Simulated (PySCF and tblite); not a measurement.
The numbers below are computed, except where a source is named.
C₁₀H₇BrO₂, numbered as in [CH3:1][C:2](=[O:3])[c:4]1[cH:5][o:6][c:7]2[cH:8][cH:9][c:10]([Br:11])[cH:12][c:13]12.

The ensemble was built from 60 distance-geometry starts (ETKDG and KDG, MMFF94s, GFN2-xTB) and rests on GFN2-xTB geometries. Free energies are PBE0-D3(BJ)/6-31G* single points with GFN2-xTB rigid-rotor and vibrational terms (modes under about 100 cm⁻¹ blended into free rotors). Symmetry numbers and mirror images are counted. Conformers within 2.5 kcal/mol (GFN2-xTB free energy) were kept, 3 at most. GIAO shieldings: PBE0/6-31G*. Shifts are against TMS (¹H), TMS (¹³C) at the same level. Run with PySCF (density fitting) and tblite.

Torsions listed: O3–C2–C4–C5.

```
conformer  shape  symmetry  E(GFN2) kcal/mol  E(DFT) kcal/mol
        1   180°        Cs              0.00             0.00
        2     0°        Cs              0.24             0.89
```

(1) How much do the weights at 298.15 K and the averaged shift of H12 depend on how the conformers are weighted?

Spin–orbit effects of the heavy atoms on shieldings are missing.

Results:

(1) 
```tsv
weighting	1 (%)	2 (%)	δ (ppm)	rms dipole (D)
DFT energy with thermal terms, symmetry and mirror images (full scheme)	87	13	8.69	4.10
DFT energy with symmetry and mirror images	82	18	8.64	3.99
bare DFT energy	82	18	8.64	3.99
GFN2-xTB energy with symmetry and mirror images	60	40	8.47	3.51
GFN2-xTB free energy	69	31	8.55	3.73
leading conformer alone	100	0	8.79	4.36
equal weights	50	50	8.39	3.27
```

The largest departure from the full scheme, 0.29 ppm, comes with: equal weights.


Conformer gaps in 6-31G* on xTB geometries can be 2 kcal/mol off for S=O, P=O and other polar bonds.